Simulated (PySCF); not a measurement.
C3H8O2Si, SMILES O1C[SiH](CO)C1. Atoms are numbered in the order given.

```xyz
14

O      2.6650    -0.0358     0.5299
C      1.7645     0.0788    -0.5731
Si     0.0238     0.4401     0.0896
C     -1.0663    -0.9477     0.7995
O     -2.1837    -0.4638     0.0157
C     -1.5649     0.3967    -0.9672
H      2.7204     0.8334     0.9497
H      2.1037     0.8259    -1.3218
H      1.7761    -0.8941    -1.0931
H      0.1518     1.6394     0.9806
H     -0.7752    -1.9765     0.5031
H     -1.3245    -0.9638     1.8717
H     -2.1626     1.3129    -1.1127
H     -1.4727    -0.1084    -1.9511
```

Geometry: r2SCAN-D4/def2-SVP. The structure was generated by enumeration, and PubChem lists no compound with its InChIKey, so it may never have been made. The values are those of a single conformer.

Two levels are set side by side: PBE/pcSseg-1 (PySCF) and PBE0/pcSseg-1 (PySCF). GIAO shifts against H2O (¹⁷O), TMS (²⁹Si), TMS (¹H), TMS (¹³C) at the same level; non-relativistic, no solvent, atoms listed together averaged. Differences are taken from unrounded values.

```csv
quantity,PBE
δ(¹⁷O) of O1 (ppm),10.9
δ(¹³C) of C2 (ppm),61.3
δ(²⁹Si) of Si3 (ppm),3.0
δ(¹⁷O) of O5 (ppm),43.6
δ(¹H) of H7 (ppm),-0.97
δ(¹H) of H10 (ppm),5.53
```

Problem. These are the PBE values. What does PBE0 give? (The exact figures need the calculation; the answer reports its results.)

Solution. 
```csv
quantity,PBE0,PBE minus PBE0
δ(¹⁷O) of O1 (ppm),0.7,10.2
δ(¹³C) of C2 (ppm),57.4,3.8
δ(²⁹Si) of Si3 (ppm),6.5,-3.5
δ(¹⁷O) of O5 (ppm),26.8,16.8
δ(¹H) of H7 (ppm),-0.68,-0.29
δ(¹H) of H10 (ppm),5.38,0.15
```

Rough cost on one machine, each run with all the roots and properties that it gave: PBE0 against PBE within a factor of 2.
